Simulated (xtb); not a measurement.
SiH2FCl, SMILES F[SiH2]Cl. All values are semi-empirical tight-binding results from xtb (GFN2-xTB unless named), good for trends rather than for accurate numbers. Geometry: GFN2-xTB.

Optimised geometry:

Bond lengths (Å): Si1–F2 1.606, Si1–Cl3 1.996, Si1–H4 1.449, Si1–H5 1.449. Bond angles (°): F2–Si1–Cl3 107.3, F2–Si1–H4 104.7, F2–Si1–H5 104.7, Cl3–Si1–H4 111.5, Cl3–Si1–H5 111.5, H4–Si1–H5 116.3.
Charge 0, spin multiplicity 1.

```
Property                                       Result
--------------------------------------  -------------
point group as xtb finds it                        Cs
orbital gap                                   6.28 eV
dipole moment                                  1.82 D
zero-point energy                       12.7 kcal/mol
G − E(el) at 298.15 K (modified RRHO)   -4.4 kcal/mol
static polarisability (D4 model)           47.0 bohr³
solvation energy, GFN2-xTB/ALPB(water)   0.4 kcal/mol
solvation energy, GFN2-xTB/ALPB(chcl3)  -1.6 kcal/mol
```

Computed atomic charges and the Wiberg bond orders between heavy atoms:
charges (e) Si1 0.55, F2 -0.26, Cl3 -0.20, H4 -0.05, H5 -0.05. Bond orders Si1–F2 1.10, Si1–Cl3 1.16.
